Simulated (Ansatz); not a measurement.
## Strength of the Al–O bond: CH5AlO3 → CH4AlO2 + OH

Species: CH5AlO3 `C[O][Al]([OH])[OH]`, singlet; CH4AlO2 `C[O][Al][OH]`, doublet; OH, doublet. 

Shapes, held fixed at every level: PBE0-D4/def2-TZVP. Flexible molecules stand in one conformer, not always the lowest. Programs: Ansatz 0.2.0. The zero-point and thermal change to 298 K, harmonic and unscaled (PBE0-D4/def2-TZVP), is -11.6 kJ/mol.

```
               level                    kind  ΔH(298 K) (kJ/mol)  less CCSD(T)/CBS estimate  CPU time (sum over the molecules)
 B3LYP-D4/def2-TZVPP           global hybrid              +522.3                      -27.2                               23 s
 BHLYP-D4/def2-TZVPP           global hybrid              +513.7                      -35.8                               17 s
  wB97M-V/def2-TZVPP  range-separated hybrid              +547.0                       -2.5                               58 s
   B2PLYP/def2-TZVPP           double hybrid              +532.2                      -17.3                               29 s
    CCSD(T)/def2-SVP   coupled cluster or CI              +516.4                      -33.1                               25 s
  CCSD(T)/def2-TZVPP   coupled cluster or CI              +534.9                      -14.6                             11 min
CCSD(T)/CBS estimate   coupled cluster or CI              +549.5                        0.0                             13 min
```

The highest level, CCSD(T)/CBS estimate, gives ΔH(298 K) = +549.5 kJ/mol; the levels span +513.7 to +549.5. The column of differences is taken from that level and isn't an error. No measured value is set beside it here. Open shells run unrestricted unless RO is named. The CBS estimate extrapolates MP2 from def2-TZVPP and def2-QZVPP and adds CCSD(T) − MP2 in the triple-zeta set, cores frozen. Times are processor times on shared x86 and Arm servers, and rough.
